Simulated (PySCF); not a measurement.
# Assignment exercise: C5H4O3

Molfile (atoms numbered from 1):
```
C5H4O3
     RDKit          3D

 12 12  0  0  0  0  0  0  0  0999 V2000
    2.1730   -1.2233    0.6537 O   0  0  0  0  0  0  0  0  0  0  0  0
    1.5723   -0.3405    0.0936 C   0  0  0  0  0  0  0  0  0  0  0  0
    2.1924    0.6104   -0.6229 O   0  0  0  0  0  0  0  0  0  0  0  0
    0.1194   -0.1749    0.1086 C   0  0  0  0  0  0  0  0  0  0  0  0
   -0.6610    0.8359   -0.5250 C   0  0  0  0  0  0  0  0  0  0  0  0
   -1.9501    0.5516   -0.2113 C   0  0  0  0  0  0  0  0  0  0  0  0
   -2.0226   -0.5495    0.5622 O   0  0  0  0  0  0  0  0  0  0  0  0
   -0.7808   -0.9853    0.7540 C   0  0  0  0  0  0  0  0  0  0  0  0
    3.1502    0.4601   -0.6049 H   0  0  0  0  0  0  0  0  0  0  0  0
   -0.2887    1.6424   -1.1206 H   0  0  0  0  0  0  0  0  0  0  0  0
   -2.8727    1.0349   -0.4646 H   0  0  0  0  0  0  0  0  0  0  0  0
   -0.6303   -1.8624    1.3510 H   0  0  0  0  0  0  0  0  0  0  0  0
  1  2  2  0
  2  3  1  0
  2  4  1  0
  4  5  1  0
  5  6  2  0
  6  7  1  0
  7  8  1  0
  8  4  2  0
  3  9  1  0
  5 10  1  0
  6 11  1  0
  8 12  1  0
M  END
```

- GIAO PBE0/pcSseg-1 shieldings
- GFN2-xTB structure
- program: PySCF 2.14
- no solvent model, no relativistic terms, a single conformation

References, each an isolated molecule treated in the same way: $^{13}$C (σref 186.93), $^{1}$H (σref 31.72) against TMS.

**Question.** Assign these signals to the numbered atoms. $^{13}$C{$^{1}$H} NMR (computed): δ 167.5, 155.9, 147.5, 125.1, 119.0.

**Answer.** 
| δ (ppm) | atoms | environment | reason |
| --- | --- | --- | --- |
| 167.5 | C2 | carboxylic acid carbon | lone-pair donation from the attached heteroatom keeps it upfield of a ketone carbonyl |
| 155.9 | C8 | aromatic CH next to the ring oxygen | – |
| 147.5 | C6 | aromatic CH next to the ring oxygen | – |
| 125.1 | C4 | substituted aromatic carbon | – |
| 119.0 | C5 | aromatic CH | – |

**Question.** Assign these signals to the numbered atoms. $^{1}$H NMR (300 MHz, computed): δ 8.31 (m, 1H), 7.50 (m, 1H), 7.11 (m, 1H), 6.21 (br s, 1H).

**Answer.** 
| δ (ppm) | atoms | environment | reason |
| --- | --- | --- | --- |
| 8.31 | H12 | hydrogen on an aromatic CH next to the ring oxygen | ring current plus the deshielding of an ortho carbonyl group |
| 7.50 | H11 | hydrogen on an aromatic CH next to the ring oxygen | – |
| 7.11 | H10 | hydrogen on an aromatic CH | it sits in the deshielding region of the aromatic ring current |
| 6.21 | H9 | hydrogen on an acid hydroxyl oxygen | labile proton, position sensitive to the medium |

Exchangeable OH/NH protons stand at their gas-phase positions; hydrogen bonding in a real sample shifts them, mostly to higher δ. Shifts are as computed. Against solution values, carbons near 30 ppm lie about +3 ppm off and those near 130 ppm about +5 ppm. Of 1211 compounds with measured shifts, 218 miss one by over three times the rms of a fit or turn the order of signals round; such compounds aren't used in these exercises. Hydrogen bonding in solution deshields acid and N–H amide carbonyl carbons by as much as 10 ppm beyond these values. No couplings were computed; multiplicities are counted from neighbouring protons, with m where these are inequivalent, close in shift, in a saturated or five-membered ring or joined by F or P, and br s for small geminal =CH2 splittings.
